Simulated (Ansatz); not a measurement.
Spectroscopic constants of Be$_{2}$, closed-shell singlet (the spin of the measured ground state).

Seven points along R, fitted to fifth degree in 1/R; most abundant isotopes. Runs in def2 and cc sets follow the lowest solution found near the PBE0 minimum. The singlet is held restricted.

Frozen-core correlation.

The values were computed with Ansatz (Gaussian orbitals). Values without a source in brackets are computed.

Energies at CCSD(T)/aug-cc-pVQZ:

```json
[
 {"R (Å)": "2.340720", "E (hartree)": "-29.23993784"},
 {"R (Å)": "2.403642", "E (hartree)": "-29.24033021"},
 {"R (Å)": "2.461531", "E (hartree)": "-29.24048900"},
 {"R (Å)": "2.526971", "E (hartree)": "-29.24050738"},
 {"R (Å)": "2.592410", "E (hartree)": "-29.24041526"},
 {"R (Å)": "2.667917", "E (hartree)": "-29.24023168"},
 {"R (Å)": "2.756009", "E (hartree)": "-29.23997610"}
]
```

Task: With a reduced mass of 4.5061 u, find the minimum, the force constant and the constants.

Result: A fifth-degree polynomial in 1/R puts the minimum at r_e = 2.5020 Å with force constant 13.4 N/m. Then ω_e = (1/2πc)√(k/μ) = 224 cm⁻¹ and B_e = h/(8π²cμr_e²) = 0.5976 cm⁻¹; the cubic and quartic terms give α_e = 0.047 and ω_e x_e = 24 cm⁻¹.

Doubts at one or more of the structures used: a restricted determinant that unrestricted orbitals would lower (CCSD(T)/aug-cc-pVQZ).

Ansatz is an electronic-structure program.
